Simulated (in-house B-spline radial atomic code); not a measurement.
Eu⁺. Computed with a B-spline radial atomic code. Model: non-relativistic spherical atom: semilocal Troullier-Martins pseudo-atom, one channel per l, against all electrons, high spin, G0W0 and RPA with empty states to l = 8, local potential for every l without a channel, a model core (radius 0 = none) keeps its share of the functional.

Without relativity these are model numbers for so heavy an element.

What the tables leave out is listed at the end.

The pseudopotential gives back the lowest level of each angular momentum of its own functional in the configuration it was made in; a second state of the same l is only approximately right. Exact exchange, RPA and GW see the smooth pseudo-orbitals and miss the exchange with the core, for which the functional's share stands in. The column with an uncorrelated core keeps all orbitals and exact exchange, and so separates missing core correlation from pseudisation. Only the three outermost levels and the lowest empty one were computed. RPA here is direct RPA, with no exchange kernel, and its energies carry an (l + 1/2)⁻⁴ tail. A hybrid on a potential with a model core restores only its own semilocal share of the core's exchange.

Command:
```bash
python run_psgw.py task.json out
```
Settings (lengths in bohr, energies in hartree):
```
Z                      63
electrons              62
configuration          [Xe] 4f7 6s1
generated_in           [Xe] 4f7 6s1
functional             lda,vwn
core_shells            8
radius_factor          1.3
core_correction        False
ion_configuration      [Xe] 4f7
```

Time taken, with all properties: 2.2 min on 1 thread of Arm Neoverse N1 (shared host).

Given: made with LDA VWN5; model core radius 0 bohr; local radius 1.018 bohr; mean-field start LDA VWN5.

Valence shells of the generating configuration: 4d, 5s, 5p, 4f, 6s.

Channel: s 1.721, p 1.867, d 0.743, f 2.576 (radii in bohr).

Computed: largest level miss in the spin-unpolarised generating configuration 0.112 eV; valence RPA correlation energy all-electron orbitals -1.9137 hartree; all-electron RPA polarisability, core included 62.046 bohr³; pseudo-atom RPA polarisability 58.731 bohr³; ionisation by mean-field all-electron 11 eV; ionisation by mean-field pseudo minus all 0.216 eV; ionisation by RPA pseudo minus all 0.387 eV.

```json
{"level": "6s up", "occupied": "1", "mean-field all-electron (eV)": "-8.593", "mean-field pseudo minus all (eV)": "-0.158", "G0W0 all-electron (eV)": "-11.144", "G0W0 uncorrelated core minus all (eV)": "-0.004", "G0W0 pseudo minus all (eV)": "-0.416", "exchange self-energy all-electron (eV)": "-8.049", "exchange self-energy pseudo (eV)": "-8.361"}
```

What is the ionisation by RPA all-electron?

11.313 eV.

What is the valence RPA correlation energy pseudo?

-2.2402 hartree.

Given: mean-field start PBE0.

Computed: valence RPA correlation energy pseudo -2.138 hartree; all-electron RPA polarisability, core included 56.603 bohr³; pseudo-atom RPA polarisability 53.13 bohr³; ionisation by mean-field pseudo minus all 0.257 eV; ionisation by RPA all-electron 11.004 eV; ionisation by RPA pseudo minus all 0.381 eV.

```tsv
level	occupied	mean-field all-electron (eV)	mean-field pseudo minus all (eV)	G0W0 all-electron (eV)	G0W0 uncorrelated core minus all (eV)	G0W0 pseudo minus all (eV)	exchange self-energy all-electron (eV)	exchange self-energy pseudo (eV)
6s up	1	-8.8799	-0.208	-11.053	-0.003	-0.384	-7.7185	-8.04
```

What is the ionisation by mean-field all-electron?

10.65 eV.

What is the valence RPA correlation energy all-electron orbitals?

-1.8112 hartree.

Given: mean-field start Hartree-Fock.

Computed: valence RPA correlation energy all-electron orbitals -1.594 hartree; valence RPA correlation energy pseudo -1.9131 hartree; all-electron RPA polarisability, core included 44.53 bohr³; ionisation by mean-field pseudo minus all 0.32 eV; ionisation by RPA all-electron 10.701 eV; ionisation by RPA pseudo minus all 0.377 eV.

```json
{"level": "6s up", "occupied": "1", "mean-field all-electron (eV)": "-9.9564", "mean-field pseudo minus all (eV)": "-0.318", "G0W0 all-electron (eV)": "-10.816", "G0W0 uncorrelated core minus all (eV)": "-0.002", "G0W0 pseudo minus all (eV)": "-0.352", "exchange self-energy all-electron (eV)": "-7.1078", "exchange self-energy pseudo (eV)": "-7.3792"}
{"level": "4f up", "occupied": "1", "mean-field all-electron (eV)": "-25.099", "mean-field pseudo minus all (eV)": "4.848", "G0W0 all-electron (eV)": "-22.568", "G0W0 uncorrelated core minus all (eV)": "0.226", "G0W0 pseudo minus all (eV)": "2.664", "exchange self-energy all-electron (eV)": "-64.199", "exchange self-energy pseudo (eV)": "-38.65"}
{"level": "5p down", "occupied": "?", "mean-field all-electron (eV)": "?", "mean-field pseudo minus all (eV)": "?", "G0W0 all-electron (eV)": "?", "G0W0 uncorrelated core minus all (eV)": "?", "G0W0 pseudo minus all (eV)": "?", "exchange self-energy all-electron (eV)": "?", "exchange self-energy pseudo (eV)": "?"}
{"level": "6s down (empty)", "occupied": "0", "mean-field all-electron (eV)": "-4.2875", "mean-field pseudo minus all (eV)": "0.001", "G0W0 all-electron (eV)": "-5.2211", "G0W0 uncorrelated core minus all (eV)": "0", "G0W0 pseudo minus all (eV)": "-0.009", "exchange self-energy all-electron (eV)": "-0.79748", "exchange self-energy pseudo (eV)": "-0.72409"}
```

What belongs in the row 5p down?

occupied: 1; mean-field all-electron (eV): -33.065; mean-field pseudo minus all (eV): 0.18; G0W0 all-electron (eV): -33.735; G0W0 uncorrelated core minus all (eV): -0.027; G0W0 pseudo minus all (eV): 0.412; exchange self-energy all-electron (eV): -25.118; exchange self-energy pseudo (eV): -24.023.

What is the pseudo-atom RPA polarisability?

41.277 bohr³.

What is the ionisation by mean-field all-electron?

9.9324 eV.

Among the listed levels the largest G0W0 shift of the pseudo-atom is +2.66 eV, for 4f up on the Hartree-Fock start, while leaving the core uncorrelated moves that level by +0.23 eV. So pseudisation and the lost core exchange, not the missing core correlation, make the error. Not in the tables (levels of low weight, unsolved or above zero; the highest and the empty levels are kept at any weight): on LDA the G0W0 levels 4f up (pseudo minus all +2.23 eV, weights 0.58 and 0.24), 5p down (pseudo minus all +0.35 eV, weights 0.45 and 0.59); on PBE0 the G0W0 levels 4f up (pseudo minus all +2.18 eV, weights -0.04 and 0.71), 5p down (pseudo minus all +0.25 eV, weights 0.73 and 0.77), 5d up (pseudo minus all +0.19 eV, weights 0.44 and 0.44).
